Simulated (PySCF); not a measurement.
PySCF 2.14 output of an unrestricted r2SCAN0 calculation on a single atom or ion in aug-cc-pVQZ-PP with one added diffuse shell each of s, p, d, f, g type with ECP28MDF (8s8p6d4f3g, 117 functions), with scalar relativity through the core potential:

```
SCF conv_tol = 1e-09
number electrons alpha = 10  beta = 9
    M. Bursch, H. Neugebauer, S. Ehlert, and S. Grimme.,  J. Chem. Phys. 156, 134105 (2022)
cycle= 1 E= -188.984150484605  delta_E= -0.00336  |g|= 0.0168  |ddm|= 0.645
cycle= 2 E= -188.984291611688  delta_E= -0.000141  |g|= 0.00941  |ddm|= 0.191
cycle= 3 E= -188.9843180787  delta_E= -2.65e-05  |g|= 0.00168  |ddm|= 0.0166
cycle= 4 E= -188.984320580498  delta_E= -2.5e-06  |g|= 0.00014  |ddm|= 0.0227
cycle= 5 E= -188.984320601691  delta_E= -2.12e-08  |g|= 9.38e-06  |ddm|= 0.000955
cycle= 6 E= -188.98432060178  delta_E= -8.84e-11  |g|= 7.85e-07  |ddm|= 0.000105
converged SCF energy = -188.98432060178  <S^2> = 0.75159889  2S+1 = 2.0015983
```

The run itself started from symmetry-adapted Hartree-Fock orbitals and held the occupation by maximum overlap, on a logarithmic radial grid, so the iterations belong to that start.

Which element, charge and spin multiplicity is this?

In²⁺ (indium, charge +2), multiplicity 2; the state was [Kr] 4d10 5p1, 2P determinant (an excited configuration).

Energies and moments cover only the electrons outside the core potential.
